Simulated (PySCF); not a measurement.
## Electronic structure of Se²⁺ (selenium, charge +2) at the M06-2X level

Configuration: [Ar] 3d10 4s2 4p2, high-spin 3P determinant. Calculation: PySCF 2.14, in 6-31G* (5s4p3d, 32 functions); the non-relativistic Hamiltonian (point nucleus).

| Property | Result |
| --- | --- |
| Total energy | -2400.086 hartree |
| One-electron energy | -3314.678 hartree |
| Hartree (Coulomb) energy | 1001.157 hartree |
| Exchange-correlation energy | -86.565 hartree |
| Kinetic energy | 2397.80820 hartree |
| ⟨S²⟩ | 2.0039 |
| ⟨L²⟩ | 2.010 |
| Sum of ⟨r⟩ | 19.97 bohr |
| Sum of ⟨r²⟩ | 24.33 bohr² |
| Traceless quadrupole moment −½Σ⟨3z² − r²⟩ along its main axis | 1.71 e·bohr² |
| Density at the nucleus (Gaussians lack the cusp) | 25500 bohr⁻³ |
| Spin density at the nucleus | 0.564 bohr⁻³ |
| Langevin diamagnetic susceptibility | -19.3 ×10⁻⁶ cm³/mol |
| Time after the integrals | 0.87 s of wall time on 1 thread of Neoverse-N1 (shared host) |

| shell | electrons | mean orbital energy (hartree) | spread (hartree) | rms radius, mean of both spins (bohr) |
| --- | --- | --- | --- | --- |
| 1s α | 1 | -457.16607 | 0 | 0.0521 |
| 1s β | 1 | -457.15852 | 0 | 0.0521 |
| 2s α | 1 | -59.77548 | 0 | 0.217 |
| 2s β | 1 | -59.77133 | 0 | 0.217 |
| 2p α | 3 | -53.83788 | 0.00074 | 0.191 |
| 2p β | 3 | -53.83103 | 0.00809 | 0.191 |
| 3s α | 1 | -9.01574 | 0 | 0.625 |
| 3s β | 1 | -9.00698 | 0 | 0.625 |
| 3p α | 3 | -6.94823 | 0.00953 | 0.641 |
| 3p β | 3 | -6.93690 | 0.02497 | 0.641 |
| 3d α | 5 | -3.19630 | 0.01656 | 0.693 |
| 3d β | 5 | -3.18857 | 0.02468 | 0.693 |
| 4s α | 1 | -1.51912 | 0 | 1.87 |
| 4s β | 1 | -1.35768 | 0 | 1.87 |
| 4p α | 2 | -1.06649 | 0 | 2.12 |
